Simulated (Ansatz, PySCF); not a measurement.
Process, species as SMILES: [SiH3]P -> [SiH2]P + H atom (the H-Si bond at the site shown breaks; other sites are not compared here)
Geometries: B3LYP-D3(BJ)/def2-TZVP minima from Ansatz (a quantum-chemistry and plane-wave program), one conformer each, not searched for the lowest.

Property: bond dissociation energy (enthalpy at 298 K, with B3LYP-D3(BJ) rigid-rotor harmonic-oscillator terms from PySCF), in eV. Cores are frozen in the correlated levels unless marked. UHF or UKS for open shells. No spin-orbit coupling. No relativistic terms. CBS(X,Y): correlation extrapolated as X^-3; Hartree-Fock from the larger set. [CCSD(T)-MP2]/basis is that difference in the basis named.

Level to compare with: RI-MP2/CBS(aug-cc-pV(T+d)Z,aug-cc-pV(Q+d)Z)+[CCSD(T)-MP2]/aug-cc-pV(T+d)Z (Ansatz), 3.90 eV. It is a level with limits of its own, and the differences hold the functionals' basis error too.

Task: Rank these functionals by how close they come to RI-MP2/CBS(aug-cc-pV(T+d)Z,aug-cc-pV(Q+d)Z)+[CCSD(T)-MP2]/aug-cc-pV(T+d)Z, closest first: r2SCAN/def2-TZVPD (Ansatz); PBE/def2-TZVPD (Ansatz); TPSS/def2-TZVPD (PySCF).

Result: TPSS/def2-TZVPD (meta-GGA, 3.81 eV, difference -0.09), r2SCAN/def2-TZVPD (meta-GGA, 3.65 eV, difference -0.25), PBE/def2-TZVPD (GGA, 3.59 eV, difference -0.31)
